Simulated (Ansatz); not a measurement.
The cluster B4F2⁺. The state is a doublet with charge 1. Geometry PBE-D4/def2-SVP, that of the neutral singlet; atoms count from 1.

| atom | x (Å) | y (Å) | z (Å) |
| --- | --- | --- | --- |
| B1 | 0.6095 | -1.2894 | -0.1482 |
| B2 | 0.2956 | 0.3600 | -0.6695 |
| B3 | -0.2957 | -0.3600 | 0.6694 |
| B4 | -0.6095 | 1.2894 | 0.1482 |
| F5 | -1.3388 | 2.2446 | 0.6820 |
| F6 | 1.3388 | -2.2446 | -0.6820 |

The structure comes from a short search, and lower isomers may exist.

Problem. Estimate the Mulliken populations from the PBE0/def2-TZVP orbitals of Ansatz.

Solution. 
```csv
atom,charge (e),spin (α − β)
B1,0.50,0.18
B2,0.10,0.28
B3,0.10,0.28
B4,0.50,0.18
F5,-0.10,0.04
F6,-0.10,0.04
```
Mulliken values and Mayer orders depend strongly on the basis.

Problem. Where does the spin sit?

Solution. Summed by element: B 0.93, F 0.07, of 1 unpaired in all. Largest on single atoms: B3 0.28, B2 0.28, B4 0.18.

Problem. And the Mayer bond orders between bonded heavy atoms (over 0.3)?

Solution. B1–B2 0.77 (1.76 Å); B1–B3 1.15 (1.53 Å); B1–F6 1.36 (1.31 Å); B2–B3 1.31 (1.63 Å); B2–B4 1.15 (1.53 Å); B3–B4 0.77 (1.76 Å); B4–F5 1.36 (1.31 Å).
